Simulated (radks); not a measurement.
Task: Pt4+, 74 electrons, occupied as [Xe] 4f14 5d6. Calculated with a radial shooting solver on a logarithmic mesh with Libxc functionals: scalar-relativistic Kohn-Sham, PBE, spin-polarised, spherical densities, finite nucleus; open shells are filled with parallel spins first (spin-orbit coupling, left out, can overturn this in heavy ions); Fermi nuclear charge, rms radius 5.427 fm. Some entries of the table are withheld. Estimate them.

| orbital | occ. | eigenvalue (eV) | <r^2> (bohr^2) | <1/r> (bohr^-1) |
|---|---|---|---|---|
| 1s down | 1 | -78448.19 | 0.0004062 | 93.91 |
| 1s up | 1 | -78448.18 | 0.0004062 | 93.91 |
| 2s up | 1 | -13824.99 | 0.006203 | 22.01 |
| 2s down | 1 | -13824.66 | 0.006203 | 22.01 |
| 2p up | 3 | -11992.06 | 0.005202 | 19.66 |
| 2p down | 3 | -11991.80 | 0.005202 | 19.66 |
| 3s up | 1 | -3286.789 | 0.04004 | 8.161 |
| 3s down | 1 | -3286.672 | 0.04004 | 8.161 |
| 3p up | 3 | -2752.725 | 0.04106 | 7.465 |
| 3p down | 3 | -2752.593 | 0.04105 | 7.465 |
| 3d up | 5 | -2172.620 | 0.03401 | 7.032 |
| 3d down | 5 | -2172.388 | 0.03401 | 7.031 |
| 4s up | 1 | -746.6699 | 0.1944 | 3.492 |
| 4s down | 1 | -746.3597 | 0.1945 | 3.491 |
| 4p up | 3 | -571.4341 | 0.2219 | 3.158 |
| 4p down | 3 | -571.1465 | 0.2219 | 3.157 |
| 4d up | 5 | -358.3445 | 0.2534 | 2.826 |
| 4d down | 5 | -358.0088 | 0.2531 | 2.827 |
| 5s up | 1 | -153.4395 | 1.008 | 1.422 |
| 5s down | 1 | -151.1091 | 0.9967 | 1.432 |
| 4f up | 7 | (1) | 0.3243 | 2.389 |
| 4f down | 7 | (2) | 0.3208 | 2.395 |
| 5p up | 3 | -107.2263 | 1.329 | 1.216 |
| 5p down | 3 | -104.3290 | 1.316 | 1.226 |
| 5d up | 5 | -54.0929 | 2.326 | (3) |
| 5d down | 1 | -50.8160 | 2.370 | (4) |

Result: 
(1) 4f up eigenvalue (eV): -121.6000
(2) 4f down eigenvalue (eV): -121.0888
(3) 5d up <1/r> (bohr^-1): 0.9050
(4) 5d down <1/r> (bohr^-1): 0.9030
